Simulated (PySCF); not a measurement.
Sn(H)2(SiH3)2 (H₈Si₂Sn), SMILES [SiH3][SnH2][SiH3]. Coordinates come from a PBE-D3(BJ)/def2-SVP optimisation. The structure was generated by enumeration; whether it is a known compound was not checked. The def2 effective core potentials stand for the cores of Sn; spin–orbit coupling is left out.

Give the equilibrium geometry at PBE-D3(BJ)/def2-SVP (PySCF confirms it by a frequency run) as Cartesian coordinates in Å, and its point group. (An estimate is asked for; the answer gives what the named calculation found.)

point group C2v.
```xyz
11

Sn     0.0000     0.0000    -0.5791
Si     2.1260     0.0000     0.8923
Si    -2.1260     0.0000     0.8923
H      0.0000     1.3951    -1.6056
H      0.0000    -1.3951    -1.6056
H      2.1402    -1.2217     1.7718
H      3.3719     0.0000     0.0472
H      2.1402     1.2217     1.7718
H     -2.1402     1.2217     1.7718
H     -3.3719     0.0000     0.0472
H     -2.1402    -1.2217     1.7718
```
